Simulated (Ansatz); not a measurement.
A structure relaxed at PBE0-D4/def2-TZVP, charge 0, multiplicity 1:

| atom | x (Å) | y (Å) | z (Å) |
| --- | --- | --- | --- |
| Si1 | 0.990 | 1.450 | 0.287 |
| C2 | -0.380 | 0.542 | -0.596 |
| C3 | -0.584 | -0.729 | -0.403 |
| C4 | -0.756 | -1.991 | -0.172 |
| I5 | -2.010 | -2.661 | 1.358 |
| H6 | 1.927 | 2.038 | -0.707 |
| H7 | 1.711 | 0.498 | 1.165 |
| H8 | 0.417 | 2.560 | 1.095 |
| H9 | -1.030 | 1.076 | -1.288 |
| H10 | -0.284 | -2.782 | -0.737 |

(1) Give its formula and SMILES.

(2) Summarise the bond lengths by kind.

Answers

(1) C3H5ISi, `[SiH3]C=C=CI`.

(2) 1 × C–Si 1.866 Å; 3 × H–Si 1.482 to 1.487 Å; 2 × C–C 1.294 to 1.301 Å; 2 × C–H 1.081 to 1.090 Å; 1 × C–I 2.088 Å.

Computed with Ansatz.
